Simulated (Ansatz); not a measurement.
Geometry optimisation, RKS PBE-D4/def2-SVP in Ansatz.

input.yaml

```yaml
crystal:
  periodic: [false, false, false]
  atoms:
    - { symbol: "N", position_ang: [2.2856, -0.6389, 1.4813] }
    - { symbol: C, position_ang: [1.4687, -0.9534, 0.6767] }
    - { symbol: S, position_ang: [0.275, -1.4935, -0.5432] }
    - { symbol: Ge, position_ang: [-0.7467, 0.4264, -0.4317] }
    - { symbol: H, position_ang: [0.1149, 1.5819, -0.8387] }
    - { symbol: H, position_ang: [-1.3428, 0.6479, 1.0141] }
    - { symbol: H, position_ang: [-0.43502, -2.2398, -1.46152] }
basis:
  gaussian: { orbitals: def2-SVP }
hamiltonian:
  xc: pbe
  dispersion: d4
relax:
  f_tol: 0.02
  max_steps: 50
output:
  orbitals: {}
```

Command:

```bash
$ ansatz run input.yaml --threads 2 --pin off --max-ram 3072MiB --backend cpu --events-out ev --progress --plain --runs-dir out
```

Where does it end, and by what steps?

The run converged. The force dipped under the threshold on the way, but the program's further checks kept it going. After 19 steps the energy has fallen by 5.211 eV; C2 moved furthest, 1.02 Å. Parted: C2–S3 (1.79 → 3.29 Å). Joined: C2–Ge4 (2.84 → 1.93 Å).

| step | energy less start (eV) | largest force component (eV/Å) | accepted |
| --- | --- | --- | --- |
| 0 | 0.0000 | 1.750 | yes |
| 1 | -0.4999 | 1.227 | yes |
| 2 | -0.6907 | 0.846 | yes |
| 3 | -0.9730 | 1.478 | yes |
| 4 | -1.3095 | 4.410 | yes |
| 5 | -1.8425 | 3.584 | yes |
| 6 | -2.9931 | 3.475 | yes |
| 7 | -3.8847 | 2.772 | yes |
| 8 | -4.4958 | 1.475 | yes |
| 9 | -4.8684 | 1.753 | yes |
| 10 | -5.1310 | 0.661 | yes |
| 11 | -5.1980 | 0.374 | yes |
| 12 | -5.2080 | 0.041 | yes |
| 13 | -5.2094 | 0.027 | yes |
| 14 | -5.1861 | 0.807 | no |
| 15 | -5.2102 | 0.010 | yes |
| 16 | -5.2082 | 0.274 | no |
| 17 | -5.2104 | 0.055 | yes |
| 18 | -5.2105 | 0.051 | yes |
| 19 | -5.2107 | 0.004 | yes |

```xyz
7
Properties=species:S:1:pos:R:3
N 2.376 -0.056 1.889
C 1.460 -0.054 1.156
S 0.092 -2.000 -1.113
Ge -0.052 -0.038 -0.046
H 0.123 1.175 -0.989
H -1.329 0.077 0.820
H -1.051 -1.773 -1.822
```

Time of the run: 31 s on 2 threads of AMD EPYC 9R14 (Zen 4), on a shared host, peak memory 0.18 GiB.
